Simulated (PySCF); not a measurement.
Species: C5H11OS (doublet state).
Cartesian coordinates in Å at the GFN2-xTB level; atoms count from 1:
```
atom  x, y, z in Å
C1     2.218    0.600   -0.593
O2     1.745   -0.057    0.554
C3     1.143   -1.313    0.277
C4    -0.197   -1.219   -0.354
C5    -1.210   -0.273    0.155
C6    -1.764    0.620   -0.961
S7    -3.075    1.739   -0.364
H8     2.979   -0.001   -1.108
H9     1.409    0.816   -1.301
H10    2.664    1.533   -0.254
H11    1.816   -1.926   -0.341
H12    1.069   -1.784    1.271
H13   -0.451   -1.882   -1.162
H14   -2.061   -0.815    0.588
H15   -0.764    0.346    0.937
H16   -2.236    0.020   -1.739
H17   -0.979    1.230   -1.408
H18   -2.317    2.373    0.529
```

The hyperfine couplings belong to this conformer and change with its torsions.

The species is `COC[CH]CCS` [radical].

Computed with UKS B3LYP, pcH-1 on C H O S, non-relativistic, mean-field spin-orbit, GIAO in PySCF. One conformer (not necessarily the lowest) at the GFN2-xTB geometry, without solvent, vibrations or thermal averaging. Couplings are sensitive to structure, and on GFN2-xTB geometries they can be far from those on DFT ones. Stability of the SCF solution: not tested.

Q: What is the g tensor, term by term?

A: 
```json
{"Δg (ppm)": "relativistic mass correction", "1": "-147", "2": "-147", "3": "-147"}
{"Δg (ppm)": "gauge correction", "1": "6", "2": "37", "3": "42"}
{"Δg (ppm)": "orbital Zeeman/spin–orbit", "1": "0", "2": "595", "3": "1149"}
{"Δg (ppm)": "total", "1": "-141", "2": "485", "3": "1044"}
```

So g = 2.00218, 2.00280, 2.00336 and g_iso = 2.00278; the tensor is rhombic: the two nearest values differ by 47 % of g3 − g1. Axes: g2 points within 13° of the C4–C5 bond.

Q: What effective moment and Curie constant follow for a powder?

A: With the mean of g² = 4.0111 and S(S+1) = 0.75: μ_eff = √(⟨g²⟩S(S+1)) = 1.734 μB and χT = 0.12505·⟨g²⟩·S(S+1) = 0.376 cm³ K/mol (cgs; spin-Hamiltonian part alone).

Q: At 9.3 GHz, how far is the centre of the isotropic spectrum from where a free electron (g = 2.002319) resonates?

A: B = hν/(g μB) with μB/h = 13.99624 MHz/mT gives 331.85 mT for the free electron and 331.77 mT at g_iso, 0.08 mT lower.

Q: In a frozen sample, at which fields do the three g values resonate at 9.5, 34, 94 and 263 GHz (hyperfine left aside), and which band first spreads them over more than twice a line width of 0.5 mT?

A: 
```
band    GHz  B(g3) mT  B(g2) mT  B(g1) mT  spread mT
   X    9.5    338.81    338.90    339.01       0.20
   Q   34.0   1212.57   1212.91   1213.29       0.72
   W   94.0   3352.41   3353.34   3354.39       1.98
   J  263.0   9379.61   9382.22   9385.16       5.55
```

The spread grows in proportion to the frequency. W band is the first where it exceeds 1.0 mT.

The largest Mulliken spin populations are on C4 (+1.02), C5 (-0.08) and C3 (-0.07). No atom but C4 exceeds +0.15. The angles at C4 add up to 359.9°, so it is planar; its axial dipolar tensor and the negative coupling of its proton fit spin in a p orbital normal to that plane.

The HOMO–LUMO gaps are 6.13 eV among the α and 4.53 eV among the β orbitals.

On Arm Neoverse V2, one thread, shared host with 96 logical CPUs at a one-minute load of 78, this took 1.8 min of wall time (with the writing of density and orbital grids) and 0.97 GiB of memory at its peak.
